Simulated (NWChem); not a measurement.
All runs are NWChem calculations. System: BeO, charge 0, spin multiplicity 1, at a geometry optimised with B3LYP/def2-SVP. The structure started from a generated list of species. Level: CAM-B3LYP/def2-TZVP.

Input file:

```
start mol
memory heap 200 mb stack 900 mb global 1100 mb
geometry units angstroms nocenter noautoz
  Be     0.000000     0.000000     0.892633
  O      0.000000     0.000000    -0.446316
  symmetry group C2v
end
basis spherical
  * library def2-tzvp
end
dft
  xc xcamb88 1.00 lyp 0.81 vwn_5 0.19 hfexch 1.00
  cam 0.33 cam_alpha 0.19 cam_beta 0.46
  direct
  iterations 100
end
task dft energy
```

Part of the output:

```
             Northwest Computational Chemistry Package (NWChem) 7.3.0
             --------------------------------------------------------

                                NWChem Input Module
                                -------------------

 Scaling coordinates for geometry "geometry" by  1.889725989
 (inverse scale =  0.529177249)

 Turning off AUTOSYM since
 SYMMETRY directive was detected!

                             Geometry "geometry" -> ""
                             -------------------------

 Output coordinates in angstroms (scale by  1.889725989 to convert to a.u.)

  No.       Tag          Charge          X              Y              Z
 ---- ---------------- ---------- -------------- -------------- --------------
    1 Be                   4.0000     0.00000000     0.00000000     0.89263300
    2 O                    8.0000     0.00000000     0.00000000    -0.44631600

 Effective nuclear repulsion energy (a.u.)      12.6469880242

            Nuclear Dipole moment (a.u.)
            ----------------------------
        X                 Y               Z
 ---------------- ---------------- ----------------
     0.0000000000     0.0000000000     0.0000075589

      Symmetry information
      --------------------

 Group name             C2v
 Group number             16
 Group order               4
 No. of unique centers     2

      Symmetry unique atoms

     1    2


 Summary of "ao basis" -> "" (spherical)
 ------------------------------------------------------------------------------
       Tag                 Description            Shells   Functions and Types
 ---------------- ------------------------------  ------  ---------------------
 *                         def2-tzvp                  on all atoms

                                 NWChem DFT Module
                                 -----------------

 Summary of "ao basis" -> "ao basis" (spherical)
 ------------------------------------------------------------------------------
       Tag                 Description            Shells   Functions and Types
 ---------------- ------------------------------  ------  ---------------------
 Be                        def2-tzvp                 9       19   5s3p1d
 O                         def2-tzvp                11       31   5s3p2d1f

 Summary of "ao basis" -> "ao basis" (spherical)
 ------------------------------------------------------------------------------
       Tag                 Description            Shells   Functions and Types
 ---------------- ------------------------------  ------  ---------------------
 Be                        def2-tzvp                 9       19   5s3p1d
 O                         def2-tzvp                11       31   5s3p2d1f

      Symmetry analysis of basis
      --------------------------

        a1         24
        a2          4
        b1         11
        b2         11

  int_init: cando_txs set to always be  F

            General Information
            -------------------
          SCF calculation type: DFT
          Wavefunction type:  closed shell.
          No. of atoms     :     2
          No. of electrons :    12
           Alpha electrons :     6
            Beta electrons :     6
          Charge           :     0
          Spin multiplicity:     1
          Use of symmetry is: on ; symmetry adaption is: on
          Maximum number of iterations: 100
          This is a Direct SCF calculation.
          AO basis - number of functions:    50
                     number of shells:    20
[...]
 !! scf_movecs_sym_adapt:    2 vectors were symmetry contaminated

  Resetting Diis
 d= 0,ls=0.0,diis     6    -89.8903098972 -1.18D-04  3.19D-04  2.78D-05     1.5

 !! scf_movecs_sym_adapt:   14 vectors were symmetry contaminated

  Symmetry fudging

 !! scf_movecs_sym_adapt:    8 vectors were symmetry contaminated

 d= 0,ls=0.0,diis     7    -89.8903322627 -2.24D-05  4.43D-05  3.01D-06     1.7

 !! scf_movecs_sym_adapt:   16 vectors were symmetry contaminated

  Symmetry fudging

 !! scf_movecs_sym_adapt:    4 vectors were symmetry contaminated

 d= 0,ls=0.0,diis     8    -89.8903317364  5.26D-07  2.43D-05  1.04D-05     1.9

 !! scf_movecs_sym_adapt:   18 vectors were symmetry contaminated

  Symmetry fudging

 !! scf_movecs_sym_adapt:   10 vectors were symmetry contaminated

 d= 0,ls=0.0,diis     9    -89.8903327266 -9.90D-07  9.07D-06  1.57D-07     2.2

         Total DFT energy =      -89.890332726556
      One electron energy =     -148.940259453455
           Coulomb energy =       57.813105554032
    Exchange-Corr. energy =      -11.410166851316
 Nuclear repulsion energy =       12.646988024182

 Numeric. integr. density =       11.999999976562

     Total iterative time =      2.1s

                  Occupations of the irreducible representations
                  ----------------------------------------------

                     irrep           alpha         beta
                     --------     --------     --------
                     a1                4.0          4.0
                     a2                0.0          0.0
                     b1                1.0          1.0
                     b2                1.0          1.0

                       DFT Final Molecular Orbital Analysis
                       ------------------------------------

 Vector    4  Occ=2.000000D+00  E=-3.606349D-01  Symmetry=a1
              MO Center=  3.2D-16, -3.6D-16, -4.2D-01, r^2= 8.6D-01
   Bfn.  Coefficient  Atom+Function         Bfn.  Coefficient  Atom+Function
  ----- ------------  ---------------      ----- ------------  ---------------
    27      0.432100  2 O  pz                24     -0.379820  2 O  s
    30      0.345151  2 O  pz                 3      0.302655  1 Be s
     8      0.242123  1 Be pz                 4      0.221179  1 Be s
    33      0.146305  2 O  pz                 2     -0.129332  1 Be s
    22     -0.108700  2 O  s                  1     -0.079207  1 Be s

 Vector    5  Occ=2.000000D+00  E=-3.217343D-01  Symmetry=b2
              MO Center=  3.0D-32, -2.7D-16, -2.0D-01, r^2= 1.1D+00
   Bfn.  Coefficient  Atom+Function         Bfn.  Coefficient  Atom+Function
  ----- ------------  ---------------      ----- ------------  ---------------
    26      0.416746  2 O  py                29      0.345048  2 O  py
     7     -0.275921  1 Be py                32      0.226415  2 O  py
    13      0.092954  1 Be py                16     -0.038497  1 Be d -1
    40      0.026591  2 O  d -1

 Vector    6  Occ=2.000000D+00  E=-3.217343D-01  Symmetry=b1
              MO Center= -6.1D-16,  1.1D-31, -2.0D-01, r^2= 1.1D+00
   Bfn.  Coefficient  Atom+Function         Bfn.  Coefficient  Atom+Function
  ----- ------------  ---------------      ----- ------------  ---------------
    25      0.416746  2 O  px                28      0.345048  2 O  px
     6     -0.275921  1 Be px                31      0.226415  2 O  px
    12      0.092954  1 Be px                18      0.038497  1 Be d  1
    42     -0.026591  2 O  d  1

 Vector    7  Occ=0.000000D+00  E=-1.196559D-01  Symmetry=a1
              MO Center=  9.5D-15,  1.7D-15,  1.6D+00, r^2= 2.5D+00
   Bfn.  Coefficient  Atom+Function         Bfn.  Coefficient  Atom+Function
  ----- ------------  ---------------      ----- ------------  ---------------
     8      0.415729  1 Be pz                 5     -0.321213  1 Be s
     4     -0.283002  1 Be s                 14     -0.261584  1 Be pz
     3     -0.229612  1 Be s                 24     -0.146875  2 O  s
     2      0.123068  1 Be s                 27      0.118593  2 O  pz
    30      0.087940  2 O  pz                 1      0.071453  1 Be s

 Vector    8  Occ=0.000000D+00  E= 4.781622D-02  Symmetry=b2
              MO Center= -3.8D-31, -1.4D-15,  1.0D+00, r^2= 4.4D+00
   Bfn.  Coefficient  Atom+Function         Bfn.  Coefficient  Atom+Function
  ----- ------------  ---------------      ----- ------------  ---------------
    13      0.835099  1 Be py                32     -0.329300  2 O  py
     7     -0.310389  1 Be py                26     -0.218602  2 O  py
    29     -0.136072  2 O  py                16      0.117288  1 Be d -1

 Vector    9  Occ=0.000000D+00  E= 4.781622D-02  Symmetry=b1
              MO Center= -9.7D-15, -1.6D-30,  1.0D+00, r^2= 4.4D+00
   Bfn.  Coefficient  Atom+Function         Bfn.  Coefficient  Atom+Function
  ----- ------------  ---------------      ----- ------------  ---------------
    12      0.835099  1 Be px                31     -0.329300  2 O  px
     6     -0.310389  1 Be px                25     -0.218602  2 O  px
    28     -0.136072  2 O  px                18     -0.117288  1 Be d  1

 center of mass
 --------------
 x =   0.00000000 y =   0.00000000 z =   0.06844801

 moments of inertia (a.u.)
 ------------------
          36.904068092135           0.000000000000           0.000000000000
           0.000000000000          36.904068092135           0.000000000000
           0.000000000000           0.000000000000           0.000000000000

     Multipole analysis of the density
     ---------------------------------

     L   x y z        total         alpha         beta         nuclear
     -   - - -        -----         -----         ----         -------
     0   0 0 0     -0.000000     -6.000000     -6.000000     12.000000

     1   1 0 0     -0.000000     -0.000000     -0.000000      0.000000
     1   0 1 0     -0.000000     -0.000000     -0.000000      0.000000
     1   0 0 1      2.518982      1.259487      1.259487      0.000008

     2   2 0 0     -7.804939     -3.902469     -3.902469      0.000000
     2   1 1 0     -0.000000     -0.000000     -0.000000      0.000000
     2   1 0 1      0.000000      0.000000      0.000000      0.000000
     2   0 2 0     -7.804939     -3.902469     -3.902469      0.000000
     2   0 1 1      0.000000      0.000000      0.000000      0.000000
     2   0 0 2     -2.571910     -9.822153     -9.822153     17.072396

 Task  times  cpu:        2.2s     wall:        2.2s

 Total times  cpu:        2.2s     wall:        2.2s
```
